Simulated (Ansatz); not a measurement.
Reaction (redistribution): `[CH3][Ti-]1([OH])([OH])[O]C=CC=[O+]1` + `[CH3][In]([F])[Cl]` → `[CH3][Ti]([CH3])([OH])[OH]` + `[F][In-]1([Cl])[O]C=CC=[O+]1`

Computed with Ansatz on PBE0-D4/def2-TZVP structures; ΔE is electronic, products minus reactants. CCSD(T)/CBS adds triple-zeta CCSD(T) − MP2 to the extrapolated MP2 energy (def2 sets, frozen cores). DFT in def2-TZVPP. Elements past krypton have def2 core potentials. For In, Ti outer-core shells are correlated without core-valence functions, which leaves a few kJ/mol of doubt a bond. Scalar relativity is left out up to krypton. Each species was taken in one conformer, which may not be the lowest.

```json
{"species": "`[CH3][Ti-]1([OH])([OH])[O]C=CC=[O+]1`", "LC-ωPBE energy (Eh)": "-1307.48079"}
{"species": "`[CH3][In]([F])[Cl]`", "LC-ωPBE energy (Eh)": "-790.08021"}
{"species": "`[CH3][Ti]([CH3])([OH])[OH]`", "LC-ωPBE energy (Eh)": "-1080.82725"}
{"species": "`[F][In-]1([Cl])[O]C=CC=[O+]1`", "LC-ωPBE energy (Eh)": "-1016.70794"}
```

Question: Work out ΔE.

Answer: ΔE = (-1080.82725) + (-1016.70794) − (-1307.48079) − (-790.08021) = 0.02581 Eh = +67.8 kJ/mol. CCSD(T)/CBS gives +70.7 kJ/mol.

Largest T1 diagnostic among the species: 0.023, so the coupled-cluster value is less sure than usual.

From BLYP to BHLYP (50 % exact exchange), in def2-TZVPP and without D4, ΔE moves by −18.0 kJ/mol. Leaving LDA and LC-ωPBE aside and taking each functional with its dispersion term where it has one, the values, not all of them listed here, spread over 20.6 kJ/mol, from BHLYP-D4 to revPBE-D4. LDA lies +12.3 kJ/mol from PBE without D4. At CCSD(T), def2-SVP lies +5.4 kJ/mol from the extrapolated value and def2-TZVPP +9.8 kJ/mol.
